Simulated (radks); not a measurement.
Values are calculated unless marked as measured or tabulated.
Effect of the nuclear size on the aluminium ion Al3+, [Ne]. Level of theory: Dirac Kohn-Sham, LDA (Slater exchange, Perdew-Wang correlation), spin-unpolarised, spherical densities, finite nucleus; Fermi nuclear charge, rms radius 3.061 fm (a radial shooting solver on a logarithmic mesh with Libxc functionals). The rms radius is varied about that value; shifts are against it.

rms radius (fm) = 2.7488: total energy shift (eV) -0.000710; density at nucleus (e/bohr^3) 1484; 1s1/2 shift (meV) -0.298
rms radius (fm) = 2.9233: total energy shift (eV) -0.000323; density at nucleus (e/bohr^3) 1483; 1s1/2 shift (meV) -0.135
rms radius (fm) = 3.061: total energy shift (eV) 0; density at nucleus (e/bohr^3) 1482; 1s1/2 shift (meV) 0.000
rms radius (fm) = 3.1987: total energy shift (eV) 0.000337; density at nucleus (e/bohr^3) 1482; 1s1/2 shift (meV) 0.141
rms radius (fm) = 3.6701: total energy shift (eV) 0.00160; density at nucleus (e/bohr^3) 1479; 1s1/2 shift (meV) 0.672

Slopes of the eigenvalues against <r^2> in GHz/fm^2, as finite differences over the two radii next to the reference (eigenvalue slopes, not the field-shift constants of lines): 1s1/2 39.7.
